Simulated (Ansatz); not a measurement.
Frontier orbitals of BH₇SeSi₂ (`[SiH3][SiH2]B[SeH]`).

```xyz
11

Si   -0.2610    0.3192   -1.8373
Si   -0.3388    0.7885    0.4603
B     1.0459   -0.3443    1.3391
Se    0.6666   -2.0194    2.1482
H    -0.5715   -1.1177   -2.0681
H    -1.2483    1.1449   -2.5846
H     1.0977    0.6008   -2.3742
H    -1.7107    0.4704    0.9525
H    -0.0928    2.2464    0.6492
H     2.2087   -0.0723    1.3423
H    -0.7956   -2.0166    1.9727
```

Charge 0, multiplicity 1. Correlated methods include outer-core shells of Se, which these sets cover unevenly. Scalar relativity is left out up to krypton. The geometry is a stationary point of PBE0-D4/def2-TZVP. It is one conformer, not always the lowest. Basis def2-TZVPP, Ansatz 0.2.0.

Orbital energies of one run (eV). Highest occupied ones, from the top: -7.90, -8.26, -8.98, -9.54, -10.02, -10.16, -10.68, -11.20, -13.66, -14.74, -16.33, -20.83, -59.44, -59.45. Empty: -1.94, 0.12, 0.45, 0.76, 1.16, 1.34.

(1) Which functional gave them?
A. BLYP
B. HSE06 (plane-wave form)
C. PBE
D. r2SCAN0

Answers

(1) D. HOMO energies: r2SCAN0 -7.90, BLYP -6.52, HSE06 -7.35, PBE -6.68 eV.
